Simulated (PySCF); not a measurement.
C₃H₇O, doublet, at a GFN2-xTB geometry; PBE0/STO-3G (PySCF).

The PySCF input:
```python
from pyscf import gto, scf, dft

mol = gto.M(
    atom='''
C     1.42045454   -0.07797504    0.80082338
C     0.62253858   -0.57672706   -0.33257488
O    -0.40465608    0.29361071   -0.75241760
C    -1.46210153    0.39205968    0.16817499
H     2.09719935   -0.73733592    1.30573689
H     1.43775174    0.97000712    1.02387976
H     1.25461016   -0.70377724   -1.22987282
H     0.20594725   -1.57534352   -0.09935914
H    -1.11764065    0.75992211    1.14103815
H    -2.17690498    1.09473276   -0.25503038
H    -1.94906388   -0.58123639    0.31440752
''',
    basis='sto-3g',
    spin=1,
    verbose=4,
)

mf = dft.UKS(mol)
mf.xc = 'pbe0'
mf.kernel()
mo_i, mo_e, stable_i, stable_e = mf.stability(internal=True, external=False, return_status=True, nroots=6, tol=1e-6)
print('internally stable:', stable_i, ' externally stable:', stable_e)
if not stable_i:
    umf = mf.copy()
    umf.scf_summary = {}
    umf.kernel(umf.make_rdm1(mo_i, mf.mo_occ))
mf.analyze()
```

It wrote (shortened):

```
PySCF version 2.14.0

[INPUT] verbose = 4
[INPUT] num. atoms = 11
[INPUT] num. electrons = 33
[INPUT] charge = 0
[INPUT] spin (= nelec alpha-beta = 2S) = 1
[INPUT] symmetry False subgroup None
[INPUT] Mole.unit = angstrom
[INPUT] Symbol           X                Y                Z      unit          X                Y                Z       unit  Magmom
[...]
nuclear repulsion = 127.808663940233
number of shells = 19
number of NR pGTOs = 81
number of NR cGTOs = 27
basis = sto-3g
ecp = {}

******** <class 'pyscf.dft.uks.UKS'> ********
method = UKS
initial guess = minao
damping factor = 0
level_shift factor = 0
DIIS = <class 'pyscf.scf.diis.CDIIS'>
diis_start_cycle = 1
diis_space = 8
diis_damp = 0
SCF conv_tol = 1e-09
SCF conv_tol_grad = None
SCF max_cycles = 50
direct_scf = True
direct_scf_tol = 1e-13
number electrons alpha = 17  beta = 16
XC library pyscf.dft.libxc version 7.1.2
    S. Lehtola, C. Steigemann, M. J. T. Oliveira, and M. A. L. Marques,  SoftwareX 7, 1–5 (2018)
XC functionals = pbe0
    C. Adamo and V. Barone,  J. Chem. Phys. 110, 6158 (1999)
    M. Ernzerhof and G. E. Scuseria,  J. Chem. Phys. 110, 5029 (1999)
radial grids:
    Treutler-Ahlrichs [JCP 102, 346 (1995); DOI:10.1063/1.469408] (M4) radial grids

becke partition: Becke, JCP 88, 2547 (1988); DOI:10.1063/1.454033
pruning grids: <function nwchem_prune>
grids dens level: 3
symmetrized grids: False
atomic radii adjust function: <function treutler_atomic_radii_adjust>
small_rho_cutoff = 0
Set gradient conv threshold to 3.16228e-05
tot grids = 125096
init E= -191.324250026985

cycle= 1 E= -190.932196703396  delta_E= 0.392  |g|= 0.291  |ddm|= 2.82
cycle= 2 E= -190.941376817699  delta_E= -0.00918  |g|= 0.295  |ddm|= 0.803
cycle= 3 E= -190.992218658805  delta_E= -0.0508  |g|= 0.0184  |ddm|= 0.395
cycle= 4 E= -190.992476861121  delta_E= -0.000258  |g|= 0.00788  |ddm|= 0.0397
cycle= 5 E= -190.992530264905  delta_E= -5.34e-05  |g|= 0.00149  |ddm|= 0.0136
cycle= 6 E= -190.99253349998  delta_E= -3.24e-06  |g|= 0.000473  |ddm|= 0.00456
cycle= 7 E= -190.992533674154  delta_E= -1.74e-07  |g|= 0.000127  |ddm|= 0.000902
cycle= 8 E= -190.992533688648  delta_E= -1.45e-08  |g|= 2.47e-05  |ddm|= 0.000247
cycle= 9 E= -190.99253368943  delta_E= -7.82e-10  |g|= 1.1e-05  |ddm|= 6.82e-05
Extra cycle  E= -190.992533689532  delta_E= -1.02e-10  |g|= 6.9e-06  |ddm|= 2.7e-05
converged SCF energy = -190.992533689532  <S^2> = 0.75479019  2S+1 = 2.0047845
uhf_internal: lowest eigs of H = [0.33165062 0.48330694 0.61066064 0.64350806 0.70183043 0.71305894]
<class 'pyscf.dft.uks.UKS'> wavefunction is stable in the internal stability analysis
internally stable: True  externally stable: None
**** SCF Summaries ****
Total Energy =                        -190.992533689531513
Nuclear Repulsion Energy =             127.808663940232734
One-electron Energy =                 -512.882322460981641
Two-electron Energy =                  194.081124831217352
Two-electron Coulomb Energy =          221.448950139871812
DFT Exchange-Correlation Energy =      -27.367825308654460
**** MO energy ****
                             alpha | beta                alpha | beta
[...]
To work with the spin densities directly, `use mulliken_meta_spin()` only printing them here.

 ** Mulliken spin pop alpha/beta on meta-lowdin orthogonal AOs **
 ** Mulliken Spin Density (per AO)  **
spin_pop of  0 C 1s       -0.00002
spin_pop of  0 C 2s        0.05467
spin_pop of  0 C 2px       0.51485
spin_pop of  0 C 2py       0.05594
spin_pop of  0 C 2pz       0.42453
spin_pop of  1 C 1s        0.00000
spin_pop of  1 C 2s       -0.01068
spin_pop of  1 C 2px      -0.01671
spin_pop of  1 C 2py      -0.00846
spin_pop of  1 C 2pz      -0.02285
spin_pop of  2 O 1s        0.00000
spin_pop of  2 O 2s        0.00055
spin_pop of  2 O 2px       0.00126
spin_pop of  2 O 2py       0.00217
spin_pop of  2 O 2pz       0.00039
spin_pop of  3 C 1s       -0.00000
spin_pop of  3 C 2s       -0.00000
spin_pop of  3 C 2px      -0.00010
spin_pop of  3 C 2py       0.00058
spin_pop of  3 C 2pz       0.00245
spin_pop of  4 H 1s       -0.03599
spin_pop of  5 H 1s       -0.03564
spin_pop of  6 H 1s        0.05057
spin_pop of  7 H 1s        0.02333
spin_pop of  8 H 1s       -0.00064
spin_pop of  9 H 1s       -0.00007
spin_pop of  10 H 1s       -0.00014
 ** Mulliken Spin Density (per atom)  **
spin density of  0 C =      1.04998
spin density of  1 C =     -0.05870
spin density of  2 O =      0.00438
spin density of  3 C =      0.00293
spin density of  4 H =     -0.03599
spin density of  5 H =     -0.03564
spin density of  6 H =      0.05057
spin density of  7 H =      0.02333
spin density of  8 H =     -0.00064
spin density of  9 H =     -0.00007
spin density of  10 H =     -0.00014
 ** Mulliken pop alpha/beta on meta-lowdin orthogonal AOs **
 ** Mulliken pop       alpha | beta **
[...]
In total            17.00000 | 16.00000
 ** Mulliken atomic charges   ( Nelec_alpha | Nelec_beta ) **
charge of  0C =     -0.11361  (     3.58179      2.53181 )
charge of  1C =     -0.00350  (     2.97240      3.03110 )
charge of  2O =     -0.14408  (     4.07423      4.06985 )
charge of  3C =     -0.06554  (     3.03423      3.03130 )
charge of  4H =      0.04794  (     0.45803      0.49402 )
charge of  5H =      0.05106  (     0.45665      0.49229 )
charge of  6H =      0.05504  (     0.49776      0.44719 )
charge of  7H =      0.03832  (     0.49250      0.46917 )
charge of  8H =      0.04043  (     0.47947      0.48011 )
charge of  9H =      0.05621  (     0.47186      0.47193 )
charge of  10H =      0.03772  (     0.48107      0.48121 )
Dipole moment(X, Y, Z, Debye):  0.04576, -0.55258,  0.89802
```
